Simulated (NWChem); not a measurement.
A series in which one site is exchanged, each optimised at PBE0/def2-SVP with NWChem, gas phase unless a solvent is named. All stand in one matching conformer (torsions within 35°), which need not be the lowest. Some are not confirmed as minima by frequencies. def2 effective core potentials on Hf; no spin-orbit coupling.

A: [NH2][Ti]([F])([F])[F] (TiNH2F3; site = Ti)
B: [NH2][Hf]([F])([F])[F] (HfNH2F3; site = Hf)
C: N[Si](F)(F)F (SiNH2F3; site = Si)
D: [NH2][Ge]([F])([F])[F] (GeNH₂F₃; site = Ge)

Values for A:

```
Quantity                                                  Result
--------------------------------------------------------  ------
dipole (D), PBE0/def2-SVP                                   2.88
orbital gap (eV), PBE0/def2-SVP                             6.10
static polarisability, CAM-B3LYP/def2-SVPD (bohr³)          42.5
lowest singlet excitation, CAM-B3LYP/def2-SVPD, TDA (eV)    4.25
```

How do these values change for the other members?


```tsv
change from A	B	C	D
dipole (D), PBE0/def2-SVP	-0.27	+0.23	+0.65
orbital gap (eV), PBE0/def2-SVP	+1.46	+3.32	+2.26
static polarisability, CAM-B3LYP/def2-SVPD (bohr³)	+2.0	-11.3	-7.2
lowest singlet excitation, CAM-B3LYP/def2-SVPD, TDA (eV)	+1.71	+3.08	+2.54
```
